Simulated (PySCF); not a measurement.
SMILES [I][Pb][I] (CAM-B3LYP/def2-SVP optimised geometry):

```
3

Pb    -1.111    -1.382     0.000
I      1.717    -1.382     0.000
I     -1.717     1.382     0.000
```

Calculation: PySCF 2.14.0 with CAM-B3LYP/def2-TZVP, def2 effective core potentials past Kr.

What are the frontier orbital energies and the dipole moment?

HOMO-2 -8.64 eV, HOMO-1 -8.43 eV, HOMO -8.39 eV, LUMO -2.51 eV, LUMO+1 -0.97 eV; dipole moment 3.96 D.

On the same geometry PySCF with PBE/def2-TZVP, def2 effective core potentials past Kr gives HOMO-2 -6.44 eV, HOMO-1 -6.28 eV, HOMO -6.20 eV, LUMO -3.89 eV, LUMO+1 -2.37 eV; dipole moment 3.42 D.
